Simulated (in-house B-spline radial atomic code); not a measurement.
RPA and G0W0 for neutral molybdenum, [Kr] 4d5 5s1, highest spin, as one setting changes: the highest l of the empty states. Start: r2SCAN. A dash marks a level of low quasi-particle weight. Computed with a B-spline radial code for spherical atoms: all electrons, scalar-relativistic (spin-free one-electron X2C), finite nucleus, each spin shell either full or empty, empty states to the listed l with an (l + 1/2)⁻⁴ tail; G0W0 by contour deformation at full frequency.

RPA overbinds a lone outer s electron by self-correlation, and G0W0 tends to as well.

```json
{"highest l of the empty states": "4", "RPA summed (Eh)": "-2.6692", "RPA extrapolated (Eh)": "-3.0903", "G0W0 level (eV)": "-"}
{"highest l of the empty states": "5", "RPA summed (Eh)": "-2.8546", "RPA extrapolated (Eh)": "-3.113", "G0W0 level (eV)": "-"}
{"highest l of the empty states": "6", "RPA summed (Eh)": "-2.9441", "RPA extrapolated (Eh)": "-3.0978", "G0W0 level (eV)": "-"}
{"highest l of the empty states": "7", "RPA summed (Eh)": "?", "RPA extrapolated (Eh)": "?", "G0W0 level (eV)": "?"}
{"highest l of the empty states": "8", "RPA summed (Eh)": "?", "RPA extrapolated (Eh)": "?", "G0W0 level (eV)": "?"}
{"highest l of the empty states": "9", "RPA summed (Eh)": "-3.0323", "RPA extrapolated (Eh)": "-3.0736", "G0W0 level (eV)": "-"}
{"highest l of the empty states": "10", "RPA summed (Eh)": "-3.0419", "RPA extrapolated (Eh)": "-3.0709", "G0W0 level (eV)": "-"}
{"highest l of the empty states": "11", "RPA summed (Eh)": "-3.0482", "RPA extrapolated (Eh)": "-3.0693", "G0W0 level (eV)": "-"}
```

Question: What belongs in the row for 7?

Answer: RPA summed (Eh): -2.9912; RPA extrapolated (Eh): -3.0874; G0W0 level (eV): -.

Question: What belongs in the row for 8?

Answer: RPA summed (Eh): -3.017; RPA extrapolated (Eh): -3.0782; G0W0 level (eV): -.
